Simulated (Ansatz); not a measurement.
Geometry optimisation, RHF/def2-SVP in Ansatz.

Input:

```yaml
crystal:
  periodic: [false, false, false]
  atoms:
    - { symbol: C, position_ang: [-0.1733, -2.1155, -0.0487] }
    - { symbol: C, position_ang: [0.3882, -0.9214, -0.3675] }
    - { symbol: C, position_ang: [-0.066, 0.4138, 0.0159] }
    - { symbol: O, position_ang: [-1.3092, 0.5756, 0.3339] }
    - { symbol: C, position_ang: [0.7436, 1.5046, 0.0506] }
    - { symbol: O, position_ang: [0.1888, 2.7413, 0.4382] }
    - { symbol: Cl, position_ang: [2.4536, 1.5095, -0.3084] }
    - { symbol: H, position_ang: [0.2367, -2.9977, -0.4045] }
    - { symbol: H, position_ang: [-1.1082, -2.1109, 0.598] }
    - { symbol: H, position_ang: [1.3168, -0.9802, -0.9196] }
    - { symbol: H, position_ang: [-1.8683, -0.2001, -0.0101] }
    - { symbol: H, position_ang: [-0.7259, 2.5259, 0.6561] }
basis:
  gaussian: { orbitals: def2-SVP }
hamiltonian:
  xc: hf
relax:
  f_tol: 0.015
  max_steps: 40
output:
  orbitals: {}
```

Run as:

```bash
$ ansatz run input.yaml --threads 2 --pin off --max-ram 3072MiB --backend cpu --events-out ev --progress --plain --runs-dir out
```

Where does it end, and by what steps?

The forces met the threshold. After 9 steps the energy has fallen by 0.723 eV; H11 moved furthest, 0.32 Å.

| step | energy less start (eV) | largest force component (eV/Å) | accepted |
| --- | --- | --- | --- |
| 0 | 0.0000 | 5.151 | yes |
| 1 | -0.5746 | 1.754 | yes |
| 2 | -0.6178 | 1.107 | yes |
| 3 | -0.6976 | 0.204 | yes |
| 4 | -0.6993 | 0.180 | yes |
| 5 | -0.7186 | 0.155 | yes |
| 6 | -0.7220 | 0.111 | yes |
| 7 | -0.7231 | 0.058 | yes |
| 8 | -0.7230 | 0.047 | no |
| 9 | -0.7234 | 0.009 | yes |

```xyz
12
Properties=species:S:1:pos:R:3
C -0.185 -2.104 -0.076
C 0.479 -0.977 -0.302
C -0.014 0.351 0.070
O -1.298 0.461 0.538
C 0.676 1.490 0.028
O 0.179 2.671 0.378
Cl 2.327 1.592 -0.447
H 0.222 -3.057 -0.387
H -1.135 -2.120 0.440
H 1.440 -1.009 -0.795
H -1.902 0.105 -0.099
H -0.711 2.542 0.685
```

Run time: 31 s on 2 threads of Intel(R) Xeon(R) 6975P-C (Granite Rapids), on a shared host, peak memory 0.32 GiB.
